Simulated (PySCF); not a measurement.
# A ladder for the ionisation energy of Bi⁺

Bi⁺ [Xe] 4f14 5d10 6s2 6p2 (3P) → Bi²⁺ [Xe] 4f14 5d10 6s2 6p1 (2P). Scalar values calculated with PySCF 2.14 in x2c-TZVPPall with one added diffuse shell each of s, p, d, f type (spin-free X2C; valence and next inner shell: [Kr] 4d10 4f14 frozen; valence: [Xe] 4f14 5d10 frozen). The spin-orbit shift comes from two-component X2C-1e calculations (generalised Hartree-Fock, GHF, and MP2 on its spinors, GMP2) in x2c-TZVPPall-2c: GMP2 gives 15.805 eV without and 16.389 eV with screened spin-orbit coupling, a shift of 0.584 eV (GHF: 0.369 eV). Sums use unrounded values; where a UHF row is shifted, it takes the GHF shift.

```csv
method,scalar (eV)
UHF,15.349
MP2 (valence and next inner shell),15.809
SCS-MP2 (valence and next inner shell),15.670
CCSD (valence and next inner shell),15.742
CCSD(T) (valence and next inner shell),15.765
LDA,16.031
PBE,15.815
PBE0,15.875
r2SCAN,15.954
B2PLYP,15.723
r2SCANh,15.974
TPSS,15.753
MP2 (valence),15.613
SCS-MP2 (valence),15.555
CCSD (valence),15.649
CCSD(T) (valence),15.664
```

Q: Form a composite estimate from CCSD(T) (valence and next inner shell) and the spin-orbit shift, and compare it with the reference, 16.703 eV (measured; NIST Atomic Spectra Database, ionization energies).

A: 15.765 + (0.584) = 16.349 eV, an error of -0.354 eV.

The errors of the correlated levels include the incompleteness of the basis and the frozen core, so a lower level can come closer by cancellation.

The GHF and GMP2 shifts differ by 0.215 eV: spin-orbit coupling and correlation are not additive here, and the shift is the weak step of the composite.
